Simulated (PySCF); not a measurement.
These compounds are isomers of formula C10H8.

A. SMILES c1ccc2ccccc2c1
B. SMILES C#Cc1ccccc1C=C
C. `C#Cc1ccc2c(c1C)C2`

Spectrum 1. ¹H NMR (500 MHz, computed): δ 8.17 (d, 4H), 7.86 (m, 4H). ¹³C{¹H} NMR (computed): δ 137.2 (C), 134.0 (CH), 131.5 (CH).

Spectrum 2. ¹H NMR (500 MHz, computed): δ 7.77 (d, 1H), 7.36 (d, 1H), 3.44 (s, 2H), 2.99 (s, 1H), 2.64 (s, 3H). ¹³C{¹H} NMR (computed): δ 143.2 (CH), 134.1 (C), 133.5 (C), 130.1 (C), 127.4 (C), 116.0 (CH), 90.4 (CH), 88.7 (C), 22.8 (CH2), 20.5 (CH3).

Spectrum 3. ¹H NMR (500 MHz, computed): δ 8.01 (d, 1H), 7.92 (d, 1H), 7.79 (m, 1H), 7.60 (m, 1H), 7.48 (m, 1H), 6.22 (m, 1H), 5.73 (m, 1H), 3.10 (s, 1H). ¹³C{¹H} NMR (computed): δ 145.1 (C), 143.1 (CH), 141.2 (CH), 134.3 (CH), 133.1 (CH), 128.4 (CH), 125.7 (C), 120.9 (CH2), 93.0 (CH), 87.2 (C).

One conformer, no solvent model, equivalent nuclei averaged, relativity neglected. PBE0/pcSseg-1 with gauge-including orbitals; GFN2-xTB structure; PySCF 2.14.

Referencing at the same level of theory: TMS for ¹H and ¹³C. Where no couplings were computed, multiplicities follow the n + 1 count of equivalent neighbours, and m marks all less simple cases (inequivalent or close neighbours, rings, F or P nearby). Shifts are as computed. Against solution values, carbons near 30 ppm lie about +3 ppm off and those near 130 ppm about +5 ppm. Of 1211 compounds with measured shifts, 218 miss one by over three times the rms of a fit or turn the order of signals round; such compounds aren't used in these exercises.

Which spectrum belongs to which compound?

## Answers

1–A, 2–C, 3–B.

- Spectrum 1 (A): 3 ¹³C signals; δC 134.0 is an aromatic CH; δC 131.5 is an aromatic CH.
- Spectrum 2 (C): 10 ¹³C signals; δC 90.4 is a terminal alkyne carbon; δC 88.7 is an alkyne carbon.
- Spectrum 3 (B): 10 ¹³C signals; δC 143.1 is an alkene CH; δC 134.3 is an aromatic CH.
